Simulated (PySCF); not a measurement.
Numbering as in the mapped SMILES `[CH2:1]=[CH:2][C@@:3]1([F:4])[CH2:5][C@@H:6]1[F:7]` (H(Xn): hydrogen on atom n). Ha(C1) is cis to C3; Ha(C5) is cis to F7 on the ring; Hb(C1) is trans to C3; Hb(C5) is trans to F7 on the ring.

Geometry: PBE0-D3(BJ)/def2-SVP; GIAO shifts from PySCF 2.14, gas phase, non-relativistic, averaged over equivalent atoms.

At B3LYP/pcSseg-1 (149 basis functions, 14 s wall time on 1 thread of an Arm Neoverse V1, shared host):
```tsv
atoms	δ (ppm)
C2	143.1
C1	120.5
C3	78.1
C6	76.3
C5	21.7
F4	-232.4
F7	-238.8
Ha(C1)	5.82
Hb(C1)	5.48
H(C2)	5.11
H(C6)	4.04
Ha(C5)	1.50
Hb(C5)	0.90
```

Chemical shifts δ = σref − σ; ¹³C (σ = 179.24 ppm), ¹H (σ = 31.38 ppm) vs TMS; ¹⁹F (σ = 171.94 ppm) vs CFCl3, all at this level.

**Question.** What do these become at PBE0/IGLO-III?

**Answer.** 
```csv
atoms,δ at PBE0/IGLO-III,change
C2,146.2,+3.1
C1,121.8,+1.3
C3,79.7,+1.6
C6,77.1,+0.8
C5,21.3,-0.4
F4,-230.5,+1.9
F7,-243.7,-4.9
Ha(C1),5.85,+0.03
Hb(C1),5.48,+0.00
H(C2),5.43,+0.32
H(C6),4.15,+0.11
Ha(C5),1.50,+0.00
Hb(C5),1.00,+0.10
```

Scale: ¹³C (σ = 183.78 ppm) and ¹H (σ = 31.37 ppm) against TMS; ¹⁹F (σ = 174.63 ppm) vs CFCl3 (reference shieldings calculated alike).

The largest change is at F7 (fluorine on an sp3 carbon). Cost: 305 basis functions, 47 s wall time on 1 thread of an Arm Neoverse V1, shared host. The order of the carbon signals is the same at both levels.

Unscaled 19F shifts against computed CFCl3 carry errors that often reach 10 to 50 ppm.
